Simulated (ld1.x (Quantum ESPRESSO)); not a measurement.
# An all-electron radial function and its pseudo partner (Nd)

Columns: radius, all-electron u(r) and pseudo u(r) of the 6s shell (level -3.43 eV) of neodymium in the configuration [Kr] 4d10 5s2 4f4 5p6 5d0 6s2 6p0; LDA (PZ), non-relativistic, TM semilocal scheme, ld1.x (Quantum ESPRESSO) 7.5.

```json
{"r (bohr)": "0.175", "all-electron": "0.0862", "pseudo": "-0.0108"}
{"r (bohr)": "0.350", "all-electron": "-0.0448", "pseudo": "-0.0219"}
{"r (bohr)": "0.525", "all-electron": "-0.1501", "pseudo": "-0.0336"}
{"r (bohr)": "0.700", "all-electron": "-0.0368", "pseudo": "-0.0463"}
{"r (bohr)": "0.875", "all-electron": "0.1185", "pseudo": "-0.0604"}
{"r (bohr)": "1.050", "all-electron": "0.2191", "pseudo": "-0.0761"}
{"r (bohr)": "1.225", "all-electron": "0.2478", "pseudo": "-0.0941"}
{"r (bohr)": "1.400", "all-electron": "0.2187", "pseudo": "-0.1147"}
{"r (bohr)": "1.575", "all-electron": "0.1522", "pseudo": "-0.1385"}
{"r (bohr)": "1.750", "all-electron": "0.0659", "pseudo": "-0.1660"}
{"r (bohr)": "1.925", "all-electron": "-0.0271", "pseudo": "-0.1975"}
{"r (bohr)": "2.100", "all-electron": "-0.1184", "pseudo": "-0.2331"}
{"r (bohr)": "2.275", "all-electron": "-0.2027", "pseudo": "-0.2726"}
{"r (bohr)": "2.450", "all-electron": "-0.2775", "pseudo": "-0.3149"}
{"r (bohr)": "2.625", "all-electron": "-0.3416", "pseudo": "-0.3584"}
{"r (bohr)": "2.800", "all-electron": "-0.3948", "pseudo": "-0.4007"}
{"r (bohr)": "2.975", "all-electron": "-0.4378", "pseudo": "-0.4391"}
{"r (bohr)": "3.150", "all-electron": "-0.4713", "pseudo": "-0.4714"}
{"r (bohr)": "3.325", "all-electron": "-0.4962", "pseudo": "-0.4962"}
{"r (bohr)": "3.500", "all-electron": "-0.5136", "pseudo": "-0.5136"}
{"r (bohr)": "3.675", "all-electron": "-0.5243", "pseudo": "-0.5243"}
{"r (bohr)": "3.850", "all-electron": "-0.5293", "pseudo": "-0.5293"}
{"r (bohr)": "4.025", "all-electron": "-0.5293", "pseudo": "-0.5293"}
{"r (bohr)": "4.200", "all-electron": "-0.5250", "pseudo": "-0.5250"}
{"r (bohr)": "4.375", "all-electron": "-0.5173", "pseudo": "-0.5173"}
{"r (bohr)": "4.550", "all-electron": "-0.5066", "pseudo": "-0.5066"}
```

Task: How many radial nodes do the two functions have?

Result: The all-electron 6s function has n − l − 1 = 5 (the table is too coarse to show those close to the nucleus); the pseudo-wave has 0, since the states of the same l below it are removed with the core.

Task: At about which radius was the pseudo-wave matched?

Result: 3.40 bohr. The columns agree to 0.0005 from 3.15 bohr on; several derivatives are matched, so the curves merge somewhat inside the radius.

Task: Is the pseudo-wave norm-conserving?

Result: Yes: the TM semilocal scheme keeps the norm inside the radius equal to the all-electron one, which fixes the energy derivative of the logarithmic derivative at the level.
